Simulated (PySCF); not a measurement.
Isomers of H5FSi3. Isolated molecules, 0 K electronic values unless said otherwise. One relaxed conformer stands for each flexible species; it need not be the lowest. Strings in code marks are SMILES.

The dipole moment from two functionals at the same geometries (ωB97X-D3(BJ)/def2-TZVP), both in PySCF: PBE-D3(BJ)/def2-TZVP and ωB97X-D3(BJ)/def2-TZVP. 

```json
[
 {"species": "`F[Si](=[SiH2])[SiH3]`", "PBE-D3(BJ)/def2-TZVP (D)": "1.00"},
 {"species": "`F/[SiH]=[SiH]/[SiH3]`", "PBE-D3(BJ)/def2-TZVP (D)": "0.59"},
 {"species": "`F/[SiH]=[SiH]\\[SiH3]`", "PBE-D3(BJ)/def2-TZVP (D)": "0.80"}
]
```

Task: What does ωB97X-D3(BJ)/def2-TZVP give for each?

Result: 
- `F[Si](=[SiH2])[SiH3]`: 1.09
- `F/[SiH]=[SiH]/[SiH3]`: 0.58
- `F/[SiH]=[SiH]\[SiH3]`: 0.94
Over these rows, drawn at random from the members with no instability flagged (it was tested for open shells, ions and some series alone), PBE minus ωB97X-D3(BJ): mean -0.07 D, from -0.14 D to +0.01 D.
